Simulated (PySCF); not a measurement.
Species: C₈H₇N.
SMILES: `c1ccn2cccc2c1`

Method: PBE/def2-SV(P) geometry optimisation, gas phase (PySCF).

Take the most abundant isotopes and a rigid rotor. 

Problem. What are A, B and C (cm⁻¹)?

Solution. Ia = 129.82, Ib = 304.82, Ic = 434.64 u·Å²; 505379 MHz·u·Å²/I gives 3893, 1658 and 1163 MHz, that is A = 0.12986, B = 0.05530, C = 0.03879 cm⁻¹.

Problem. Classify the top.

Solution. An asymmetric top; Ray's κ = -0.637.

Problem. What does the inertial defect say?

Solution. Planar: Δ = Ic − Ia − Ib = 0.00 u·Å². For a rigid frame Δ = −2 Σ m c², so it vanishes when all atoms lie in the ab plane; here none is more than 0.01 Å from it.

Problem. Give the coordinates in the principal-axis frame, origin at the centre of mass.

Solution. The sense of each axis is arbitrary; atoms in the order of the calculation.
```
atom  mass (u)   a (Å)   b (Å)  c (Å)
  C1    12.000   2.160  -0.698  0.000
  C2    12.000   2.113   0.732  0.000
  C3    12.000   0.903   1.389  0.000
  N4    14.003  -0.275   0.670  0.000
  C5    12.000  -1.576   1.121  0.000
  C6    12.000  -2.419   0.005  0.000
  C7    12.000  -1.620  -1.164  0.000
  C8    12.000  -0.276  -0.755  0.000
  C9    12.000   0.979  -1.422  0.000
 H10     1.008   3.132  -1.216  0.000
 H11     1.008   3.040   1.326  0.000
 H12     1.008   0.798   2.485  0.000
 H13     1.008  -1.797   2.195  0.000
 H14     1.008  -3.517   0.047  0.000
 H15     1.008  -1.965  -2.206  0.000
 H16     1.008   0.982  -2.523  0.000
```

Problem. List the rotational levels J(Ka,Kc) to J = 3 (K).

Solution. Above 0(0,0), as E/k:
J = 1: 1(0,1) 0.135, 1(1,1) 0.243, 1(1,0) 0.266
J = 2: 2(0,2) 0.403, 2(1,2) 0.490, 2(1,1) 0.561, 2(2,1) 0.883, 2(2,0) 0.886
J = 3: 3(0,3) 0.795, 3(1,3) 0.858, 3(1,2) 1.000, 3(2,2) 1.289, 3(2,1) 1.306, 3(3,1) 1.887, 3(3,0) 1.887
The levels of one J sum to (2J + 1)J(J + 1)(A + B + C)/3.

Problem. Which types of transition are allowed, and where do some lines up to J = 4 fall?

Solution. The dipole components are |μa| = 0.66 D, |μb| = 0.87 D, |μc| = 0.00 D; the mirror of this Cs structure is the ab plane, so μc vanishes by symmetry and there are no c-type lines. The squared components, which scale the intensities, stand as 0.57 : 1.00 (a : b). Some lines, for components of 0.1 D or more:

```tsv
type	branch	J(Ka,Kc)	MHz	lower level (cm⁻¹)
a	Q	1(1,0) ← 1(1,1)	495	0.169
a	Q	4(2,2) ← 4(2,3)	1012	1.270
a	R	1(0,1) ← 0(0,0)	2821	0.000
a	Q	4(1,3) ← 4(1,4)	4904	0.935
b	Q	4(2,2) ← 4(1,3)	6146	1.099
a	R	3(1,3) ← 2(1,2)	7676	0.340
a	R	3(0,3) ← 2(0,2)	8178	0.280
a	R	3(2,2) ← 2(2,1)	8462	0.614
b	Q	3(2,2) ← 3(1,3)	8977	0.596
b	R	4(0,4) ← 3(1,3)	9316	0.596
b	Q	4(2,3) ← 4(1,4)	10038	0.935
a	R	4(0,4) ← 3(0,3)	10628	0.553
a	R	4(2,3) ← 3(2,2)	11225	0.896
b	R	4(1,4) ← 3(0,3)	11476	0.553
b	Q	4(3,1) ← 4(2,2)	11679	1.304
b	R	2(2,1) ← 1(1,0)	12842	0.185
b	R	3(2,2) ← 2(1,1)	15167	0.390
```

Problem. Estimate the classical rotational partition function at 25 K, 50 K and 100 K.

Solution. Point group Cs, symmetry number σ = 1; q = (√π/σ)·√((kT/h)³/(ABC)), k/h = 20836.6 MHz/K: 7690 at 25 K, 21800 at 50 K, 61500 at 100 K.

No frequency check. These are rigid-rotor constants of the computed structure; measured ground-state constants (B0) also hold zero-point vibration. Quadrupole hyperfine structure (14N) is left out.
